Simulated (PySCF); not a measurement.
TaOF3, SMILES [O]=[Ta]([F])([F])[F], multiplicity 1. Geometry: PBE-D3(BJ)/def2-SVP. The spin state was assumed, not searched. The isomer is the one that the SMILES or the coordinates give; other isomers of the formula were not compared. The def2 effective core potentials stand for the cores of Ta; spin–orbit coupling is left out.

Calculation: PBE-D3(BJ)/def2-SVP in PySCF.

Harmonic wavenumbers (cm⁻¹): 159, 159, 184, 253, 253, 684, 689, 689, 985. Rotational constants (GHz): 3.212, 3.212, 2.708; symmetry number 3.

Task: Work out the zero-point energy and the ideal-gas rigid-rotor harmonic-oscillator thermochemistry at 298.15 K and 1 atm.

Result: ZPE = ½ Σ hcν = ½ × 4055 cm⁻¹ = 5.80 kcal/mol. H − E(el) = 10.17 kcal/mol. Entropy in cal/(mol K): translation 42.50, rotation 24.66, vibration 11.89, total 79.05. G − E(el) = -13.39 kcal/mol. Cp = 20.07 cal/(mol K).
